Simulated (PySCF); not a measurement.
# Radial density of Ar(6+) (argon, charge +6)

PBEsol, [Ne] 3s2, closed-shell 1S. All numbers are calculated (PySCF 2.14, no relativity, point nucleus, in an uncontracted even-tempered set (17 s from 0.25 bohr⁻², ratio 2.5; 12 p from 0.33 bohr⁻², ratio 2.5; 5 d from 1.6 bohr⁻², ratio 2.7; 5 f from 2.3 bohr⁻², ratio 2.7)).

| r (bohr) | 4πr²ρ (e/bohr) |
| --- | --- |
| 0.00168 | 0.1286 |
| 0.00283 | 0.3492 |
| 0.00475 | 0.9218 |
| 0.00799 | 2.321 |
| 0.0134 | 5.397 |
| 0.0226 | 10.99 |
| 0.0380 | 17.97 |
| 0.0640 | 20.73 |
| 0.108 | 15.85 |
| 0.181 | 15.53 |
| 0.304 | 20.69 |
| 0.512 | 10.45 |
| 0.861 | 2.740 |
| 1.45 | 1.411 |
| 2.44 | 0.05703 |
| 4.10 | 7.554e-05 |
